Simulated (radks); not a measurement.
Question: Bi2+, configuration [Hg] 6p1. All-electron calculation, scalar-relativistic Kohn-Sham, PBE, spin-polarised, spherical densities, point nucleus; open shells are filled with parallel spins first (spin-orbit coupling, left out, can overturn this in heavy ions); hard spherical wall at 1.5 bohr. Program: a radial shooting solver on a logarithmic mesh with Libxc functionals. Some entries of the table are withheld. Estimate them.

orbital  occ.  eigenvalue (hartree)  r(max) (bohr)  <r> (bohr)
1s up       1             -3327.604       0.009652     0.01578
1s down     1             -3327.593       0.009652     0.01578
2s up       1             -593.9025        0.05618     0.06647
2s down     1             -593.8967        0.05618     0.06647
2p up       3             -507.1640        0.04692     0.06056
2p down     3             -507.1550        0.04692     0.06056
3s up       1             -140.0809         0.1585      0.1717
3s down     1             -140.0737         0.1585      0.1717
3p up       3             -115.3188         0.1590      0.1739
3p down     3             -115.3106         0.1590      0.1739
3d up       5             -90.43682         0.1296      0.1577
3d down     5             -90.42887         0.1296      0.1577
4s up       1             -29.13943         0.3566      0.3789
4s down     1             -29.12757         0.3566      0.3788
4p up       3             -21.08047         0.3772      0.4057
4p down     3             -21.06798         0.3773      0.4057
4d up       5             -11.87221         0.3838      0.4287
4d down     5             -11.85846         0.3838      0.4286
5s up       1              -2.69293         0.7868      0.8063
5s down     1              -2.67081         0.7875      0.8063
4f up       7              -1.75234         0.3473      0.4569
4f down     7              -1.73746         0.3473      0.4567
5p up       3              -0.26878         0.8648      0.8566
5p down     3              -0.24750         0.8650      0.8564
5d up       5               2.91801         0.9488      0.8979
5d down     5               2.94037         0.9477      0.8974
5f up       0               6.70630          1.023      0.9052
5f down     0               6.73120          1.021      0.9046
6s up       1               8.76504          1.170      0.9240
6s down     1               8.81366          1.170      0.9236
6p up       1              11.33949          1.194      0.9072
6p down     0              11.38969          1.194      0.9072
6d up       0              14.65149          1.216         (1)
6d down     0              14.69960          1.215         (2)
7s up       0              26.36676          1.292      0.8830
7s down     0              26.38729          1.292      0.8834

Answer: 
(1) 6d up <r> (bohr): 0.8796
(2) 6d down <r> (bohr): 0.8800
